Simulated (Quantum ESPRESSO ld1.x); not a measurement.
Q: The gold ion Au29+, configuration [Kr] 4d10 4f4. Method: Dirac Kohn-Sham, PBE, spin-unpolarised, spherical densities, point nucleus; open shells fill j = l - 1/2 first; computed with ld1.x of Quantum ESPRESSO 7.5. Some entries of the table are withheld. Estimate them.

orbital  occ.  eigenvalue (eV)  r(max) (bohr)  <1/r> (bohr^-1)
1s1/2       2              (1)          0.010            95.84
2s1/2       2         -15224.7          0.060            23.54
2p1/2       2         -14637.6          0.045            23.49
2p3/2       4         -12802.3          0.052            19.13
3s1/2       2         -4360.00          0.169            8.665
3p1/2       2         -4097.88          0.159            8.572
3p3/2       4         -3690.31          0.173            7.443
3d3/2       4              (2)          0.135            7.332
3d5/2       6              (3)          0.140            7.075
4s1/2       2         -1658.43          0.376            3.851
4p1/2       2         -1545.43          0.373              (4)
4p3/2       4         -1434.26          0.398              (5)
4d3/2       4         -1250.00          0.385            3.232
4d5/2       6         -1227.63          0.395            3.147
4f5/2       4         -997.131          0.336              (6)
4f7/2       0         -991.324          0.339              (7)

A: 
(1) 1s1/2 eigenvalue (eV): -81659.9
(2) 3d3/2 eigenvalue (eV): -3257.48
(3) 3d5/2 eigenvalue (eV): -3169.99
(4) 4p1/2 <1/r> (bohr^-1): 3.759
(5) 4p3/2 <1/r> (bohr^-1): 3.382
(6) 4f5/2 <1/r> (bohr^-1): 2.923
(7) 4f7/2 <1/r> (bohr^-1): 2.893
